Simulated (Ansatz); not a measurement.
Ansatz (a first-principles code) input (CCSD(T)/aug-cc-pV(D+d)Z):
A basis named .json is the Basis Set Exchange file of that set.

Ansatz 0.2 input:
```yaml
crystal:
  periodic: [false, false, false]
  atoms:
    - {symbol: C, position_ang: [-2.23602167, -0.12907857, -0.00847515]}
    - {symbol: C, position_ang: [-0.74449004, -0.17442297, 0.11709029]}
    - {symbol: C, position_ang: [0.00078433, -1.00543156, 0.91725390]}
    - {symbol: C, position_ang: [1.43907013, -0.87964936, 0.88370247]}
    - {symbol: C, position_ang: [1.73431041, 0.10556828, 0.00159997]}
    - {symbol: S, position_ang: [0.28646737, 0.88055291, -0.78711687]}
    - {symbol: H, position_ang: [-2.65362397, 0.84516866, 0.27125001]}
    - {symbol: H, position_ang: [-2.67888962, -0.88061286, 0.65211477]}
    - {symbol: H, position_ang: [-2.58029468, -0.33982218, -1.02771935]}
    - {symbol: H, position_ang: [-0.51900633, -1.72877902, 1.54778782]}
    - {symbol: H, position_ang: [2.68641778, 0.51328387, -0.31659222]}
basis:
  gaussian:
    orbitals: aug-cc-pV_D+d_Z.json
total_charge: -1
magnetization: {spin_polarized: false}
correlation: {method: ccsd_t, electrons: outside_noble_gas}
output: {forces: true}
```

Output:

```
Functional definition: HF
integrals: 0.90 GiB planned
1926 factors; integrals over basis functions are off by at most 7.1e-4 eV
mean field: 1.15 GiB planned
mean field evaluation 1: about -16042.2729 eV, gradient 3.8e1 eV
mean field evaluation 2: about -16042.2843 eV, gradient 3.8e1 eV
mean field evaluation 4: about -16047.0866 eV, gradient 6.2e0 eV
mean field evaluation 8: about -16047.2835 eV, gradient 6.3e-1 eV
mean field evaluation 16: about -16044.9643 eV, gradient 2.8e1 eV
mean field -16047.28885515 eV, -589.7269881836 hartree, gradient 1.9e-6 eV, S^2 0.000000; 0 other end points of the search recorded, 0 dependent functions left out; unrestricted orbitals would lower it
10 core orbitals not correlated
reference -16047.28885515 eV, -589.7269881836 hartree; 16, 16 occupied and 166, 166 virtual orbitals, 1926 factors
densities: 5.42 GiB planned
second order -23.32825182 eV of doubles, -0.00000000 eV of singles
coupled cluster: 2.81 GiB planned
cycle   1  -23.42803744 eV  change   -1.0e-1 eV  update   1.4e-1
cycle   2  -24.15289834 eV  change   -7.2e-1 eV  update   4.6e-2
cycle   3  -24.34318570 eV  change   -1.9e-1 eV  update   2.8e-2
cycle   4  -24.33953121 eV  change    3.7e-3 eV  update   1.1e-2
cycle   5  -24.33616990 eV  change    3.4e-3 eV  update   7.2e-3
cycle   6  -24.33776133 eV  change   -1.6e-3 eV  update   3.2e-3
cycle   7  -24.33696459 eV  change    8.0e-4 eV  update   1.5e-3
cycle   8  -24.33640675 eV  change    5.6e-4 eV  update   6.9e-4
cycle   9  -24.33655384 eV  change   -1.5e-4 eV  update   3.3e-4
cycle  10  -24.33688106 eV  change   -3.3e-4 eV  update   1.7e-4
cycle  11  -24.33664845 eV  change    2.3e-4 eV  update   9.2e-5
cycle  12  -24.33667086 eV  change   -2.2e-5 eV  update   3.9e-5
cycle  13  -24.33666979 eV  change    1.1e-6 eV  update   1.8e-5
cycle  14  -24.33666974 eV  change    5.1e-8 eV  update   7.1e-6
cycle  15  -24.33667840 eV  change   -8.7e-6 eV  update   3.5e-6
coupled cluster: 2.83 GiB planned
perturbative correction -1.24021295 eV, -0.0455769854 hartree
the calculation of the forces begins
Total energy: -16072.86574650 eV, -590.6669216043 hartree
Atom 0 at    -2.236022    -0.129079    -0.008475 Å, force    -0.145781     0.037006    -0.041988 eV/Å
Atom 1 at    -0.744490    -0.174423     0.117090 Å, force    -0.288008     0.392480    -0.374300 eV/Å
Atom 2 at     0.000784    -1.005432     0.917254 Å, force    -0.143406    -0.517048     0.463584 eV/Å
Atom 3 at     1.439070    -0.879649     0.883702 Å, force     0.591644    -0.998828     0.944585 eV/Å
Atom 4 at     1.734310     0.105568     0.001600 Å, force     0.098250     0.789273    -0.714472 eV/Å
Atom 5 at     0.286467     0.880553    -0.787117 Å, force     0.070271     0.441483    -0.398778 eV/Å
Atom 6 at    -2.653624     0.845169     0.271250 Å, force    -0.138836     0.399524     0.129912 eV/Å
Atom 7 at    -2.678890    -0.880613     0.652115 Å, force    -0.175159    -0.329843     0.291013 eV/Å
Atom 8 at    -2.580295    -0.339822    -1.027719 Å, force    -0.107942    -0.099715    -0.417346 eV/Å
Atom 9 at    -0.519006    -1.728779     1.547788 Å, force    -0.221983    -0.312856     0.272873 eV/Å
Atom 10 at     2.686418     0.513284    -0.316592 Å, force     0.460950     0.198524    -0.155083 eV/Å
Dipole moment:    -1.131302     0.464826    -0.487903 e Å
```

It need not be the lowest isomer of its formula. Whether it binds its extra electron was not tested at this geometry.
